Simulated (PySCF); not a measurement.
# From computed data to an observable: oscillator strength and radiative lifetime

dichloro(silyl)silane (Cl2H4Si2), SMILES [SiH3][SiH](Cl)Cl.

Geometry optimised at PBE0-D3(BJ)/def2-SVP.

TDDFT-ωB97X/def2-SVPD (PySCF) puts the first singlet state with f over 0.02 at 7.83 eV (vertical), with the transition dipole (0.853, -0.455, 0.000) in atomic units.

### Question
Find the oscillator strength, the wavelength and the radiative lifetime that this transition would have in vacuum if emission retraced absorption.

### Answer

|μ|² = 0.9346 au, so |μ| = 2.46 D. ΔE = 7.83/27.211 = 0.2877 hartree. f = (2/3) ΔE |μ|² = 0.179 (the program prints 0.179).
λ = 1239.84/7.83 = 158 nm; ν = 63153 cm⁻¹.
Einstein's coefficient A = 0.6670 ν² f s⁻¹ (ν in cm⁻¹) = 4.8e8 s⁻¹, so τ = 1/A = 2.1 ns. This state is S3; the lower singlets have f = 0.017, 0.020. The figure is the radiative limit of this one transition; relaxation, internal conversion, crossing to triplets and a medium change what is measured.
